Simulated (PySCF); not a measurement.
Electron correlation in Zn⁺ (zinc, charge +1)

[Ar] 3d10 4p1, 2P determinant (an excited configuration). All numbers are calculated (PySCF 2.14, the non-relativistic Hamiltonian (point nucleus), in def2-QZVPPD (11s6p5d4f2g, 100 functions)). Frozen: [Ar]; 11 electrons correlated.

```tsv
level	correlation energy (mhartree)
CCSD	-417.15
(T)	-11.96
CCSD(T)	-429.11
```

Diagnostics: T1 = 0.013, D1 = 0.0454, largest double amplitude 0.019.

Cost of the coupled-cluster step: roughly 60 core-seconds, for 11 correlated electrons.

Iterations:

```
CC2 = 0
CCSD nocc = (np.int64(6), np.int64(5)), nmo = (91, 91)
frozen orbitals [[0, 1, 2, 3, 4, 5, 6, 7, 8], [0, 1, 2, 3, 4, 5, 6, 7, 8]]
max_cycle = 100
direct = 0
conv_tol = 1e-08
conv_tol_normt = 1e-06
diis_space = 8
diis_start_cycle = 0
Init t2, MP2 energy = -0.458539341924294
Init E_corr(UCCSD) = -0.458539341925591
cycle = 1  E_corr(UCCSD) = -0.404574217368839  dE = 0.0539651246  norm(t1,t2) = 0.071985
cycle = 2  E_corr(UCCSD) = -0.41961587359842  dE = -0.0150416562  norm(t1,t2) = 0.0291707
cycle = 3  E_corr(UCCSD) = -0.416766110199008  dE = 0.0028497634  norm(t1,t2) = 0.0148823
cycle = 4  E_corr(UCCSD) = -0.416875434499316  dE = -0.0001093243  norm(t1,t2) = 0.00466972
cycle = 5  E_corr(UCCSD) = -0.417159582769829  dE = -0.000284148271  norm(t1,t2) = 0.00088116
cycle = 6  E_corr(UCCSD) = -0.417167362204032  dE = -7.7794342e-06  norm(t1,t2) = 0.000434187
cycle = 7  E_corr(UCCSD) = -0.41714143631957  dE = 2.59258845e-05  norm(t1,t2) = 0.00018002
cycle = 8  E_corr(UCCSD) = -0.417151876659335  dE = -1.04403398e-05  norm(t1,t2) = 7.54588e-05
cycle = 9  E_corr(UCCSD) = -0.417151869011707  dE = 7.64762781e-09  norm(t1,t2) = 2.858e-05
cycle = 10  E_corr(UCCSD) = -0.417150562257362  dE = 1.30675435e-06  norm(t1,t2) = 9.12136e-06
cycle = 11  E_corr(UCCSD) = -0.417150805680507  dE = -2.43423144e-07  norm(t1,t2) = 3.66369e-06
cycle = 12  E_corr(UCCSD) = -0.417150824755304  dE = -1.90747976e-08  norm(t1,t2) = 1.49888e-06
cycle = 13  E_corr(UCCSD) = -0.417150803193935  dE = 2.15613691e-08  norm(t1,t2) = 6.31214e-07
cycle = 14  E_corr(UCCSD) = -0.417150833306932  dE = -3.01129972e-08  norm(t1,t2) = 2.38602e-07
cycle = 15  E_corr(UCCSD) = -0.417150824351734  dE = 8.95519803e-09  norm(t1,t2) = 9.70888e-08
UCCSD converged
E(UCCSD) = -1777.784993297  E_corr = -0.4171508243517345
UCCSD(T) correction = -0.011955832307976
```
